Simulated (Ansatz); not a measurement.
`[CH3][GeH]([Cl])[Cl]` + HI → `[CH3][GeH]([Cl])[I]` + HCl at 500 K and 1 bar (ligand exchange at a Ge–Cl bond).

Calculated with Ansatz (gas phase, PBE0-D4/def2-TZVP geometries, no zero-point term in ΔE). CCSD(T)/CBS adds triple-zeta CCSD(T) − MP2 to the extrapolated MP2 energy (def2 sets, frozen cores). This one scheme is used for every species. Elements past krypton have def2 core potentials. For Ge, I outer-core shells are correlated without core-valence functions, which leaves a few kJ/mol of doubt a bond. Scalar relativity is left out up to krypton.

| species | CCSD(T)/CBS energy (Eh) | H − E (kJ/mol) | S (J/(mol·K)) |
| --- | --- | --- | --- |
| `[CH3][GeH]([Cl])[Cl]` | -3036.22487 | 166.1 | 401.1 |
| HI | -298.03592 | 28.6 | 221.6 |
| `[CH3][GeH]([Cl])[I]` | -2873.88412 | 165.5 | 421.7 |
| HCl | -460.38127 | 32.5 | 201.9 |

H − E and S are ideal-gas, rigid-rotor, harmonic terms from PBE0-D4/def2-TZVP, for one conformer and one mirror image of each species. 1 Eh = 2625.50 kJ/mol, R = 8.31446 J/(mol·K).

Q: By hand: ΔE, ΔH, ΔS and ΔG.

A: ΔE = (-2873.88412) + (-460.38127) − (-3036.22487) − (-298.03592) = -0.00460 Eh = -12.1 kJ/mol. Δ(H − E) = 165.5 + 32.5 − 166.1 − 28.6 = 3.3, so ΔH = -8.8 kJ/mol. ΔS = 421.7 + 201.9 − 401.1 − 221.6 = 0.9 J/(mol·K). ΔG = -8.8 − 500 × (0.9)/1000 = -9.2 kJ/mol.

Q: By hand: the equilibrium constant, and the temperature at which ΔG would vanish if ΔH and ΔS stayed fixed.

A: log₁₀ K = −ΔG/(RT ln 10) = 1.0. ΔH and −TΔS have one sign here, so there is no such temperature. One of them is within its doubt of zero, so this could turn.

The number of gas molecules stays the same, so ΔS is small and ΔH decides. A doubt of 5 kJ/mol in ΔE shifts log₁₀ K by 0.5 here. Other conformers and mirror images would add mixing entropy, several J/(mol·K) or more a flexible species. These are equilibria of isolated gas molecules and say nothing of rates. Largest T1 diagnostic: 0.009 (customary marks: 0.02 for closed shells, 0.045 for open ones).
